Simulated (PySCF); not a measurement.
## Ionisation energy of Sb⁴⁰⁺ by level of theory

Sb⁴⁰⁺ [Ne] 3s1 [3s1/2^1, M_J = 1/2] → Sb⁴¹⁺ [Ne], as a difference of total energies. All numbers are calculated (PySCF 2.14, the two-component X2C-1e Hamiltonian, in an even-tempered Gaussian basis (18 s from 8.5 bohr⁻², ratio 2.4; 13 p from 11 bohr⁻², ratio 2.4; 4 d from 36 bohr⁻², ratio 2.6; 4 f from 53 bohr⁻², ratio 2.6)). Correlated levels: 1s2 frozen; the 48 highest virtual spinors dropped. "Screened" scales the spin-orbit matrix elements by Boettger's factors to mimic the two-electron term; Breit and QED terms are absent.

```
                    method  ionisation energy (eV)
           GHF (spin-free)                  2900.0
          GMP2 (spin-free)                  2900.7
 GHF (screened spin-orbit)                  2899.9
GMP2 (screened spin-orbit)                  2900.6
```

Breit and QED terms and the two-electron picture change are absent.

For comparison: 2900 ± 0.5 eV (semi-empirical (NIST evaluation); NIST Atomic Spectra Database, ionization energies).
